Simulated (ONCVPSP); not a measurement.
# Ranking ONCV potentials for Gd

All share these settings but for the change named:

ONCVPSP 4.0.1 input, shortened (lines: element, Z, core and valence counts, functional; n l f; lmax; l rc ep ncon nbas qcut; lloc lpopt rc5 dvloc0; l nproj debl; icmod fcfact rcfact), LDA (Perdew-Zunger), scalar-relativistic:

```
  Gd 64.00   10    4        3      upf
    1    0    2.00
    2    0    2.00
    2    1    6.00
    3    0    2.00
    3    1    6.00
    3    2   10.00
    4    0    2.00
    4    1    6.00
    4    2   10.00
    4    3    7.00
    5    0    2.00
    5    1    6.00
    5    2    1.00
    6    0    1.00
    2
    0    2.40    0.00    4    8    6.30
    1    2.30    0.00    3    7    7.00
    2    3.70    0.00    4    9    4.10
    4    5    2.20    0.00
    0    2    3.10
    1    3    1.70
    2    2    2.70
    3    4.75    1.20
```

Test errors are all-electron minus pseudo excitation energies from the reference, over 5s2 5p6 5d1 6s2; 5s2 5p6 5d1 6s0; 5s2 5p6 5d0 6s0; 5s2 5p5 5d1 6s2. None of these files shows a bound ghost.

The base gives 174.2 meV.

Of 10 variants that were run, those that failed, showed a ghost or another fault, or gave nearly equal values are left out.

A variant can come out equal or close to the base, since the largest error may sit in a test that the change hardly touches while other tests move.

Rank these variants by their largest absolute test error, smallest first.
A. core correction Teter function, fcfact 4.75, rcfact 2.02
B. core correction Teter function, fcfact 4.75, rcfact 1
C. core correction Teter function, fcfact 4.75, rcfact 1.42

B (165.4 meV), C (191.3 meV), A (245.4 meV).
